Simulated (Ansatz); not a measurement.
`[NH2][Sn][NH2]` and `[NH2][Sn][OH]` differ in one atom or group.

Ansatz, PBE0-D4/def2-TZVP geometries, multiplicity 1. Each molecule was computed in one conformer, which needn't be the lowest.

Elements past krypton have def2 core potentials.

```
                                      property  `[NH2][Sn][NH2]`
           HOMO energy (B3LYP/def2-TZVPP) / eV             -6.37
             HOMO energy (PBE/def2-TZVPP) / eV             -5.29
       HOMO–LUMO gap (ωB97M-V/def2-TZVPP) / eV              9.51
         HOMO energy (ωB97M-V/def2-TZVPP) / eV             -8.95
zero-point energy (PBE0-D4/def2-TZVP) / kJ/mol             128.9
             LUMO energy (PBE/def2-TZVPP) / eV             -1.77
```

**Question.** What does the change do to each property? (Estimate.)

**Answer.** The calculation gave: 
| property | `[NH2][Sn][OH]` | shift |
| --- | --- | --- |
| HOMO energy (B3LYP/def2-TZVPP) / eV | -7.04 | -0.67 |
| HOMO energy (PBE/def2-TZVPP) / eV | -5.93 | -0.64 |
| HOMO–LUMO gap (ωB97M-V/def2-TZVPP) / eV | 9.69 | 0.18 |
| HOMO energy (ωB97M-V/def2-TZVPP) / eV | -9.50 | -0.55 |
| zero-point energy (PBE0-D4/def2-TZVP) / kJ/mol | 98.3 | -30.6 |
| LUMO energy (PBE/def2-TZVPP) / eV | -2.17 | -0.40 |

With PBE0 the HOMO falls by 0.68 eV and the LUMO falls by 0.40 eV, so the gap widens by about 0.28 eV. PBE moves the HOMO by -0.64 eV and ωB97M-V by -0.55 eV. The zero-point energy changes by -30.6 kJ/mol with -3 modes.

B3LYP here is the variant with VWN-RPA as its local correlation; programs differ in this.
